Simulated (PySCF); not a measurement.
Highest orbital energy against ionisation energy along the 5p block

Calculated with PySCF 2.14, no spin-orbit coupling. Each cell gives −ε(HOMO) / ΔSCF in eV; NIST values include spin-orbit coupling, (s) semi-empirical, (t) theoretical.

```tsv
species	UHF	LDA	PBE	PBE0	r2SCAN	NIST (lowest levels)
In (x2c-TZVPPall with one added diffuse shell each of s, p, d, f type, spin-free X2C)	5.469 / 5.210	2.865 / 5.720	2.829 / 5.594	3.595 / 5.622	3.059 / 5.710	5.786
Sn (x2c-TZVPPall with one added diffuse shell each of s, p, d, f type, spin-free X2C)	7.266 / 6.862	4.190 / 7.432	4.128 / 7.271	5.041 / 7.316	4.422 / 7.416	7.344
Sb (x2c-TZVPPall with one added diffuse shell each of s, p, d, f type, spin-free X2C)	9.106 / 8.598	5.548 / 9.150	5.478 / 8.976	6.535 / 9.054	5.851 / 9.185	8.608
Te (x2c-TZVPPall with one added diffuse shell each of s, p, d, f type, spin-free X2C)	8.506 / 7.761	5.430 / 9.042	5.289 / 8.756	6.308 / 8.755	5.537 / 8.791	9.010
I (x2c-TZVPPall with one added diffuse shell each of s, p, d, f type, spin-free X2C)	10.442 / 9.594	6.915 / 10.853	6.758 / 10.550	7.909 / 10.576	7.050 / 10.598	10.451
Xe (x2c-TZVPPall with one added diffuse shell each of s, p, d, f type, spin-free X2C)	12.454 / 11.509	8.432 / 12.671	8.267 / 12.366	9.556 / 12.430	8.637 / 12.470	12.130
```

How far is −ε(HOMO) from ΔSCF on average for each method, and why?

UHF 0.62 eV; LDA -3.58 eV; PBE -3.46 eV; PBE0 -2.47 eV; r2SCAN -3.27 eV. Hartree-Fock orbital energies lack relaxation and so exceed the ΔSCF value; semilocal functionals have convex E(N) from self-interaction, so their HOMO lies far too high; exact exchange moves hybrids part of the way back.
